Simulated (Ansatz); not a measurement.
A nudged elastic band was laid between two geometries of CH4Cl2Sn + ClH (10 atoms, charge 0, multiplicity 1).

Computed with Ansatz 0.2.0, RKS r2SCAN-D4/def2-SVP.

```json
{"movable images": "5", "climbing image": "yes", "spring": "5.0 eV/Å²", "optimiser": "quadratic models (default)", "start path": "through a guess of the saddle point", "force threshold": "0.03 eV/Å", "iteration limit": "60", "end points": "relaxed"}
```

First end point:

```xyz
10
Properties=species:S:1:pos:R:3
Sn -0.923 -0.075 -0.459
H -1.045 -1.359 -1.571
Cl -3.135 0.623 -0.022
Cl 0.022 1.768 -1.662
C 0.076 -0.160 1.424
H 1.883 0.413 -1.629
Cl 2.400 -0.730 -1.273
H -0.685 -0.168 2.216
H 0.710 -1.055 1.473
H 0.698 0.742 1.503
```

Last end point:

```xyz
10
Properties=species:S:1:pos:R:3
Sn -0.143 0.979 -0.492
H -0.358 -2.526 -0.944
Cl -2.220 0.368 -1.388
Cl -0.155 3.315 -0.306
C 0.226 0.045 1.391
H 0.304 -2.317 -1.254
Cl 1.493 0.447 -2.086
H -0.738 -0.285 1.800
H 0.894 -0.811 1.227
H 0.698 0.784 2.053
```

Question: Which bonds break or form, and what moves?

Answer: Bonds broken: Sn1–H2, H6–Cl7. Bonds formed: Sn1–Cl7, H2–H6. CH4Cl2Sn + ClH becomes CH3Cl3Sn + H2.

Question: What energy profile does the band end with?

Answer: The forces met the threshold. The highest image is number 3 of 0 to 6, 1.14 eV above the first end and 1.62 eV above the last; the last end lies 0.48 eV below the first. A structure lower than the first end lies on the path between it and the top, so the climb from that side starts below the end, which may itself be a saddle point or a shallow side well. Neighbouring images differ by up to 1.5 eV, so the band resolves the path poorly. A vibrational analysis at the climbing image gives one clearly imaginary mode, 838i cm⁻¹: a first-order saddle point. The orbitals stay closed-shell, which can raise the energy where a bond breaks towards radicals; this wasn't checked here.

```
image  path coordinate (Å)  energy (eV)  Sn1–H2 (Å)  H6–Cl7 (Å)  Sn1–Cl7 (Å)
    0                 0.00         0.00        1.70        1.30         3.48
    1                 1.77        -0.01        1.70        1.30         3.56
    2                 3.54         0.14        1.71        1.29         3.40
    3                 5.31         1.14        1.96        1.68         2.71
    4                 7.41        -0.31        3.34        2.63         2.36
    5                 9.52        -0.48        3.56        3.23         2.34
    6                11.63        -0.48        3.54        3.12         2.35
```

Question: What is the geometry of the highest image?

Answer: 
```xyz
10
Properties=species:S:1:pos:R:3
Sn -0.329 0.381 -0.442
H -0.623 -0.929 -1.862
Cl -2.702 0.560 -0.400
Cl 0.328 2.363 -1.487
C 0.216 -0.019 1.581
H 0.309 -1.121 -1.820
Cl 1.877 -0.970 -1.246
H 0.264 -1.110 1.700
H 1.208 0.424 1.741
H -0.549 0.421 2.234
```

Time of the run: 12 min on 4 threads of Arm Neoverse N1, with other jobs on the host, peak memory 0.22 GiB.
